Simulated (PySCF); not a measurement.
Worked example: oscillator strength and radiative lifetime

B(All)(F)(OH) (C₃H₆BFO), SMILES C=CCB(O)F.

Coordinates come from a B3LYP-D3(BJ)/def2-SVP optimisation. This is a generated structure with no PubChem entry under its InChIKey; it may be hypothetical. The values are those of a single conformer.

TDA-PBE/def2-SVPD in PySCF puts the first singlet state with f over 0.02 at 6.33 eV (vertical), with the transition dipole (-0.297, 0.140, -0.457) in atomic units.

Q: Find the oscillator strength, the wavelength and the radiative lifetime that this transition would have in vacuum if emission retraced absorption.

A: 
|μ|² = 0.3167 au, so |μ| = 1.43 D. ΔE = 6.33/27.211 = 0.2326 hartree. f = (2/3) ΔE |μ|² = 0.049 (the program prints 0.049).
λ = 1239.84/6.33 = 196 nm; ν = 51055 cm⁻¹.
Einstein's coefficient A = 0.6670 ν² f s⁻¹ (ν in cm⁻¹) = 8.5e7 s⁻¹, so τ = 1/A = 12 ns. This state is S2; the lower singlet has f = 0.015. The figure is the radiative limit of this one transition; relaxation, internal conversion, crossing to triplets and a medium change what is measured.
